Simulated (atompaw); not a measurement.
**Reading a pseudo-wave (lithium)**

Columns: radius, all-electron u(r) and pseudo u(r) of the 2p shell (level -1.09 eV) of lithium in the configuration [He] 2s1 2p0; PBE, scalar-relativistic, PAW (atompaw) scheme, atompaw 4.2.0.5.

| r (bohr) | all-electron | pseudo |
| --- | --- | --- |
| 0.115 | 0.0053 | 0.0018 |
| 0.231 | 0.0183 | 0.0072 |
| 0.346 | 0.0356 | 0.0161 |
| 0.462 | 0.0556 | 0.0283 |
| 0.577 | 0.0769 | 0.0433 |
| 0.692 | 0.0989 | 0.0609 |
| 0.808 | 0.1211 | 0.0809 |
| 0.923 | 0.1430 | 0.1024 |
| 1.038 | 0.1645 | 0.1251 |
| 1.154 | 0.1855 | 0.1489 |
| 1.269 | 0.2057 | 0.1728 |
| 1.385 | 0.2252 | 0.1969 |
| 1.500 | 0.2436 | 0.2202 |
| 1.615 | 0.2610 | 0.2427 |
| 1.731 | 0.2777 | 0.2644 |
| 1.846 | 0.2937 | 0.2845 |
| 1.962 | 0.3095 | 0.3034 |
| 2.077 | 0.3245 | 0.3207 |
| 2.192 | 0.3386 | 0.3364 |
| 2.308 | 0.3520 | 0.3508 |
| 2.423 | 0.3642 | 0.3637 |
| 2.538 | 0.3755 | 0.3753 |
| 2.654 | 0.3858 | 0.3857 |
| 2.769 | 0.3950 | 0.3950 |
| 2.885 | 0.4032 | 0.4032 |
| 3.000 | 0.4103 | 0.4103 |

**Question.** How many radial nodes do the two functions have?

**Answer.** The all-electron 2p function has n − l − 1 = 0; the pseudo-wave has 0.

**Question.** Is the pseudo-wave norm-conserving?

**Answer.** No, it belongs to a PAW set: the norm inside the radius is not constrained, and the difference is carried by the augmentation charge.
